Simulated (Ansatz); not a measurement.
Cl4Hf, triplet, at a GFN2-xTB geometry (such geometries of metal compounds can be far from the true shape) (the multiplicity is a formal guess) (core potentials on Hf); BHLYP/def2-SVP run with Ansatz (a first-principles code).

Input for Ansatz:
Ansatz 0.2 input:
```yaml
crystal:
  periodic: [false, false, false]
  atoms:
    - {symbol: Hf, position_ang: [0.00000000, -0.00000000, -0.00000000]}
    - {symbol: Cl, position_ang: [2.04865978, 0.84387061, -0.62490946]}
    - {symbol: Cl, position_ang: [0.97434455, -0.75371756, 1.94478761]}
    - {symbol: Cl, position_ang: [-0.97434455, 0.75371756, -1.94478761]}
    - {symbol: Cl, position_ang: [-2.04865978, -0.84387061, 0.62490946]}
basis:
  gaussian:
    orbitals: def2-SVP
hamiltonian:
  xc: {name: BHLYP}
magnetization: {spin_polarized: true, initial_magnetization: 2}
```

Write the output that Ansatz gives for this input, abridged.


```
Functional definition: BHLYP
964 factors; integrals over basis functions are off by at most 6.3e-4 eV
mean field evaluation 1: about -51381.1905 eV, gradient 1.1e1 eV
mean field evaluation 2: about -51381.4309 eV, gradient 1.1e1 eV
mean field evaluation 4: about -51382.0500 eV, gradient 6.4e-1 eV
mean field evaluation 8: about -51382.2790 eV, gradient 3.5e-2 eV
mean field evaluation 16: about -51382.2790 eV, gradient 3.6e-4 eV
mean field evaluation 32: about -51382.2077 eV, gradient 1.2e0 eV
mean field -51382.27902246 eV, -1888.2639259159 hartree, gradient 1.6e-5 eV, S^2 2.009613; 3 other end points of the search recorded, 0 dependent functions left out
reference -51382.27922397 eV, -1888.2639333212 hartree; 41, 39 occupied and 63, 65 virtual orbitals, 964 factors
Total energy: -51382.27922397 eV, -1888.2639333212 hartree
```
